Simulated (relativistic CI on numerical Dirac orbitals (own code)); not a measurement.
## Os²⁶⁺: q coefficients and field-shift factors

Calculated at this level of theory: Dirac-Coulomb-Breit CI, KLI orbitals optimised for each configuration, derivatives by finite differences, unscaled Slater integrals, QED left out (own radial code, finite nucleus).

Configurations in the expansion (outside the closed core [Ar] 3d10 4p6 4d10): 4s2.4f4, 4s2.4f3.5s, 4s2.4f2.5s2, 4s2.4f3.5p, 4s2.4f2.5s.5p, 4s.4f3.5s2. Levels of other configurations are missing.

With x = (α/α₀)² − 1 an excitation energy changes as ω = ω₀ + qx; K = 2q/ω₀ is the relative enhancement. Terms are leading LS components, so labels can repeat. The field-shift factor is F = δν/δ⟨r²⟩ for the transition from the lowest level.

Lowest level 4s2.4f4 5I_4.

```csv
Level,ω₀ (cm⁻¹),q (cm⁻¹),F (GHz/fm²)
4s2.4f4 5I_5,17196.8,21440,0.985
4s2.4f4 5I_6,31537.8,33380,1.59
4s2.4f4 5F_2,41312.1,-5064,0.211
4s2.4f4 5I_7,42763.1,36670,1.83
4s2.4f4 5F_1,48559.0,18020,1.15
4s2.4f4 3G_4,50542.8,8257,0.817
4s2.4f4 5I_8,51796.1,35460,1.89
4s2.4f4 5F_3,56555.1,20480,1.33
4s2.4f4 5G_2,61308.6,16400,1.23
4s2.4f4 5S_2,62694.6,25490,1.58
4s2.4f4 5G_3,64306.0,17010,1.28
4s2.4f4 3K_6,65393.0,32400,1.88
4s2.4f4 3L_7,69994.7,34340,2.01
4s2.4f4 3G_5,71229.6,29170,1.82
4s2.4f4 5F_4,74421.4,40010,2.26
4s2.4f4 3M_8,75605.3,36080,2.14
4s2.4f4 5G_4,86622.1,40190,2.38
4s2.4f4 5F_2,88090.3,40670,2.41
4s2.4f4 3G_3,88871.6,41770,2.46
4s2.4f4 5F_5,89432.6,50130,2.79
4s2.4f4 3P_1,94879.5,42190,2.53
4s2.4f4 3F_2,97071.9,36490,2.34
4s2.4f4 3P_0,97704.5,11860,1.42
```

At this charge energies of transitions that change n are usually good to better than 1 %, and those within a shell (Δn = 0) to a few per cent. Terms inside the open d or f shell come out 10 to 20 % too wide with unscaled integrals.

Task: Which transition from the lowest level has the largest |K|?

Result: 4s2.4f4 5I_5 at 17196.8 cm⁻¹, K = 2.49.
